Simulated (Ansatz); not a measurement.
`[SH][Ge][SH]` and `[F][Ge][SH]` differ in one atom or group.

Ansatz, PBE0-D4/def2-TZVP geometries, multiplicity 1. Each molecule was computed in one conformer, which needn't be the lowest.

Scalar relativity is left out up to krypton.

```tsv
property	`[SH][Ge][SH]`
LUMO energy (PBE0/def2-TZVPP) / eV	-2.34
HOMO–LUMO gap (PBE/def2-TZVPP) / eV	3.25
HOMO–LUMO gap (B3LYP/def2-TZVPP) / eV	4.60
HOMO energy (ωB97M-V/def2-TZVPP) / eV	-9.34
LUMO energy (PBE/def2-TZVPP) / eV	-3.03
size of the dipole moment (B3LYP/def2-TZVPP) / D	1.30
```

What does the change do to each property? (Estimate.)

Ansatz gave: 
```csv
property,`[F][Ge][SH]`,shift
LUMO energy (PBE0/def2-TZVPP) / eV,-2.44,-0.10
HOMO–LUMO gap (PBE/def2-TZVPP) / eV,3.34,0.09
HOMO–LUMO gap (B3LYP/def2-TZVPP) / eV,4.77,0.17
HOMO energy (ωB97M-V/def2-TZVPP) / eV,-9.66,-0.32
LUMO energy (PBE/def2-TZVPP) / eV,-3.16,-0.13
size of the dipole moment (B3LYP/def2-TZVPP) / D,2.58,1.28
```

With PBE0 the HOMO falls by 0.31 eV and the LUMO falls by 0.10 eV, so the gap widens by about 0.21 eV. PBE moves the HOMO by -0.22 eV and ωB97M-V by -0.32 eV. Dipoles are sizes alone; their direction can turn.

B3LYP here is the variant with VWN-RPA as its local correlation; programs differ in this.
